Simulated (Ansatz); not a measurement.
Au₂O. Charge 0, multiplicity 1. Geometry r2SCAN-D4/def2-TZVP.

```csv
atom,x (Å),y (Å),z (Å)
Au1,0.032,-1.371,-1.534
Au2,-0.233,0.668,-0.111
O3,0.201,0.703,1.645
```

In the def2 sets Au takes a core potential; there is no spin–orbit coupling. The restricted singlet is unstable towards broken spin symmetry in Hartree–Fock (as tested in another run); at PBE-D4/def2-TZVP, r2SCAN-D4/def2-TZVP, r2SCANh-D4/def2-TZVP, PBE0-D4/def2-TZVP and others this wasn't settled. Another isomer (singlet) lies 1.10 eV lower at PBE0-D4/def2-TZVP; other spin states weren't run for this one.

Problem. Estimate the orbital energies around the gap (eV) in Ansatz with PBE-D4/def2-TZVP, r2SCAN-D4/def2-TZVP, r2SCANh-D4/def2-TZVP, PBE0-D4/def2-TZVP, r2SCAN0-D4/def2-TZVP.

Solution. 
```tsv
orbital	PBE-D4/def2-TZVP	r2SCAN-D4/def2-TZVP	r2SCANh-D4/def2-TZVP	PBE0-D4/def2-TZVP	r2SCAN0-D4/def2-TZVP
HOMO−5	-7.83	-8.11	-8.71	-9.40	-9.63
HOMO−4	-7.76	-8.05	-8.64	-9.30	-9.51
HOMO−3	-7.74	-8.02	-8.60	-9.28	-9.50
HOMO−2	-7.44	-7.65	-8.06	-8.45	-8.62
HOMO−1	-6.43	-6.58	-6.98	-7.45	-7.62
HOMO	-5.87	-6.10	-6.66	-7.31	-7.51
LUMO	-5.84	-5.71	-5.33	-4.80	-4.74
LUMO+1	-3.63	-3.38	-3.04	-2.68	-2.54
LUMO+2	-1.33	-1.01	-0.82	-0.73	-0.55
LUMO+3	-1.09	-0.73	-0.51	-0.39	-0.18
LUMO+4	-0.34	0.08	0.29	0.35	0.60
LUMO+5	0.68	1.13	1.32	1.32	1.59
```
